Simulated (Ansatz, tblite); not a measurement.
Forces on B8⁻ at its PBE-D4/def2-SVPD geometry. Total charge -1; doublet.

The xTB rows come from tblite. Another isomer (doublet) lies 2.04 eV lower at PBE0-D4/def2-TZVPD; other spin states weren't run for this one.

GFN1-xTB (tblite), largest force 3.65 eV/Å:

```xyz
8
positions Å, forces eV/Å
B     0.272    1.779    0.240    0.824    0.783    0.315
B     0.627    0.655   -0.897    1.270   -0.567   -0.764
B     0.465   -1.612   -0.005    0.779   -0.493    0.179
B    -0.173   -1.110    1.365    0.733    0.085    0.066
B     0.008    0.468    1.185    0.683   -0.743    1.215
B    -1.090    1.129   -0.223   -1.836   -0.921   -0.634
B     0.651   -0.862   -1.398    0.643    0.071    0.381
B    -0.759   -0.447   -0.267   -3.095    1.785   -0.758
```

GFN2-xTB (tblite), largest force 2.14 eV/Å:

```
B -0.339 -1.496 -0.235
B 0.317 -0.662 -0.564
B -0.525 0.224 -0.138
B 1.095 1.006 -0.906
B -0.017 -0.760 0.527
B -0.020 -1.048 -0.100
B 0.373 0.789 1.501
B -0.885 1.946 -0.084
```

PBE-D4/def2-TZVPD (Ansatz), largest force 0.48 eV/Å:

```
B -0.209 -0.420 -0.100
B -0.044 -0.125 0.054
B -0.141 0.243 -0.025
B 0.143 0.223 -0.326
B -0.006 -0.110 -0.090
B 0.279 -0.171 0.068
B -0.067 0.158 0.382
B 0.045 0.200 0.037
```
